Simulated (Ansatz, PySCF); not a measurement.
Gas-phase reaction (SMILES): [OH][AlH][OH] + [H][H] (H2) -> [OH][AlH2] + O (H2O); hydrogen cleaves one Al-O bond, a model of a ligand-exchange step.

Geometries: B3LYP-D3(BJ)/def2-TZVP minima from Ansatz (a first-principles code), one conformer each, not searched for the lowest. Cores are frozen in the correlated levels unless marked. No spin-orbit coupling. Non-relativistic. CBS(X,Y): correlation extrapolated as X^-3; Hartree-Fock from the larger set (for Q and 5 zeta extrapolated as (X+1)exp(-9√X)). Thermal terms are rigid-rotor harmonic-oscillator values from B3LYP-D3(BJ) frequencies (Ansatz or PySCF) at 298.15 K and 1 atm. 1 Eh = 627.5095 kcal/mol.

| species | E, CCSD(T)/CBS(cc-pV(Q+d)Z,cc-pV(5+d)Z) (Ansatz) (Eh) | E, wB97M-V/def2-TZVPD (Ansatz) (Eh) | H - E (Eh) |
|---|---|---|---|
| [OH][AlH][OH] | -394.27654 | -394.80806 | 0.03966 |
| [H][H] (H2) | -1.17453 | -1.16077 | 0.01336 |
| [OH][AlH2] | -319.02646 | -319.48942 | 0.03129 |
| O (H2O) | -76.37670 | -76.43347 | 0.02495 |

Problem. Work out ΔE and ΔH at 298.15 K at the first level, then ΔH at the second.

Solution. 
1. ΔE = [(-319.02646) + (-76.37670)] - [(-394.27654) + (-1.17453)] = 0.04791 Eh = 30.1 kcal/mol at CCSD(T)/CBS(cc-pV(Q+d)Z,cc-pV(5+d)Z).
2. The terms H - E add up to 0.00322 Eh, so ΔH = (0.04791 + (0.00322))×627.5095 = 32.1 kcal/mol.
3. At wB97M-V/def2-TZVPD the same steps give ΔE = 28.8 and ΔH = 30.8 kcal/mol, a shift of -1.3 from the first level.
4. These values are not checked against measurement here, since the tables used lack a sound gas-phase enthalpy of formation for at least one species.
